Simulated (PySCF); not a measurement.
C6H12O2Si.
Atom-mapped SMILES: `[CH2:1]=[C:2]1[CH2:3][O:4][C@@H:5]([CH2:6][OH:7])[CH2:8][SiH2:9]1`

Probes without a nucleus sit at each ring's centroid and 1 Å off its mean plane on both sides; NICS is minus the shielding there, NICSzz its component along the normal. Level: GIAO PBE0/pcSseg-1 (PySCF, non-relativistic, gas phase) on the GFN2-xTB geometry, one conformer.

Ring bond lengths (Å), with Mayer bond orders in brackets: C2–C3 1.507 (1.00), C3–O4 1.410 (0.92), O4–C5 1.419 (0.89), C5–C8 1.528 (1.00), C8–Si9 1.904 (0.89), Si9–C2 1.887 (0.83).

Task: What do the NICS probes read (ppm)?

Result: 
| ring | type | NICS(0) | NICS(1), two faces | NICS(1)zz, two faces | rms pucker (Å) | centre to ring atoms, mean (Å) |
| --- | --- | --- | --- | --- | --- | --- |
| C2–C3–O4–C5–C8–Si9 | 6-membered ring with O and Si; formal bonds all single | -1.5 | -1.2 / -2.2 | 3.2 / 2.9 | 0.23 | 1.55 |

Task: What can be read from them?

Result: 
- C2–C3–O4–C5–C8–Si9: mean NICS(1)zz 3.0 ppm, deshielded. C3, C5, C8, Si9 have four or more neighbours, so the value isn't read as a sign of a π ring current.

Task: How shielded are the nuclei of the rings and their hydrogens (means over atoms taken as equivalent)?

Result: 
```
   atoms                      environment  σ isotropic (ppm)
      C2  fully substituted alkene carbon               37.1
      C3       sp3 carbon bound to oxygen              105.3
      O4              cyclic ether oxygen              266.8
      C5       sp3 carbon bound to oxygen              104.2
      C8      sp3 carbon bound to silicon              173.3
     Si9                     SiH2 silicon              404.4
 H on C3               methylene hydrogen              27.35
 H on C3               methylene hydrogen              27.15
 H on C5                 methine hydrogen              28.29
 H on C8               methylene hydrogen              31.09
 H on C8               methylene hydrogen              30.93
H on Si9                    Si–H hydrogen              27.29
H on Si9                    Si–H hydrogen              27.10
```
